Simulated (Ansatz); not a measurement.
Molecule: sum formula LiNH₃F, net charge 0, singlet state. 
Coordinates optimised at B3LYP-D3(BJ)/def2-TZVP (Ansatz, a quantum-chemistry and plane-wave program):
SMILES: [NH3]->[Li][F]
```xyz
6

N      0.0070    -0.0022    -1.7162
H      0.8171    -0.4835    -2.0954
H     -0.8121    -0.4625    -2.1021
H      0.0207     0.9380    -2.1004
Li    -0.0014     0.0004     0.3327
F     -0.0078     0.0024     1.9236
```

Parts of the frozen-core correlation energy in def2-TZVPPD (Ansatz, hartree). Frozen orbitals: 3; correlated occupied orbitals by spin: 8 and 8; virtual: 139 and 139. Spin-orbit coupling is left out. No relativistic terms.

```csv
term,value
reference (HF),-163.24087
MP2 opposite-spin,-0.38834
MP2 same-spin,(withheld)
CCSD correlation,(withheld)
(T),(withheld)
T1 diagnostic,0.013
largest doubles amplitude,0.021
```

Q: Fill in the missing entries.

A: 
- MP2 same-spin, value: -0.12592
- CCSD correlation, value: -0.52408
- (T), value: -0.01577
